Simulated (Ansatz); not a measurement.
`O[Si]Br` + H₂ → `[SiH]Br` + H₂O  (hydrogenolysis of the Si–O bond)

Isolated molecules relaxed with PBE0-D4/def2-TZVP in Ansatz; ΔE leaves out vibrations. CCSD(T)/CBS adds triple-zeta CCSD(T) − MP2 to the extrapolated MP2 energy (def2 sets, frozen cores). This one scheme is used for every species. DFT in def2-TZVPP. For Br outer-core shells are correlated without core-valence functions, which leaves a few kJ/mol of doubt a bond. Scalar relativity is left out up to krypton. Each species was taken in one conformer, which may not be the lowest.

`O[Si]Br`:

```xyz
4

O     0.549    0.111   -0.963
Si   -0.133   -1.116   -0.123
Br   -0.940   -0.006    1.710
H     0.524    1.011   -0.624
```

H₂:

Cartesian coordinates in Å:
```
H -0.181 0.312 0.095
H 0.181 -0.312 -0.095
```

`[SiH]Br`:

Cartesian coordinates in Å:
```
Si 0.049 0.874 -0.001
Br 1.057 -1.013 0.679
H -1.106 0.139 -0.679
```

H₂O:

Z-matrix (Å, degrees):
```
O
H 1 0.960
H 1 0.960 2 105.1
```

| level | ΔE (kJ/mol) | difference from CCSD(T)/CBS |
| --- | --- | --- |
| LDA (SPW92) | 150.0 | 10.8 |
| revPBE-D4 | 145.0 | 5.8 |
| r2SCAN-D4 | 151.7 | 12.5 |
| r2SCAN0-D4 | 145.7 | 6.5 |
| ωB97M-V | 148.1 | 8.9 |
| PBE | 141.2 | 2.0 |
| revPBE | 136.9 | -2.3 |
| PBE0 | 136.2 | -3.0 |
| r2SCAN0 | 144.9 | 5.7 |
| BHLYP | 138.6 | -0.6 |
| HF/def2-TZVPP | 127.4 | -11.8 |
| MP2/def2-TZVPP | 149.0 | 9.8 |
| CCSD(T)/def2-TZVPP | 138.1 | -1.1 |
| MP2/def2-QZVPP | 149.8 | 10.6 |
| HF/CBS(def2) | 127.8 | -11.4 |
| CCSD/CBS(def2) | 134.7 | -4.5 |
| CCSD(T)/CBS | 139.2 | 0 |

Largest T1 diagnostic among the species: 0.012.

From PBE to PBE0 (25 % exact exchange), in def2-TZVPP and without D4, ΔE moves by −5.0 kJ/mol. The D4 term adds +4.9 kJ/mol with B3LYP and +2.5 kJ/mol with PBE0; it sums over pairs of atoms, weighted by their polarisabilities, and B3LYP, whose exchange is more repulsive, gets the larger term. Leaving LDA and LC-ωPBE aside and taking each functional with its dispersion term where it has one, the values, not all of them listed here, spread over 13.3 kJ/mol, from HSE06-D4 to r2SCAN-D4. LDA lies +8.8 kJ/mol from PBE without D4.

B3LYP here is the variant with VWN-RPA as its local correlation; programs differ in this.
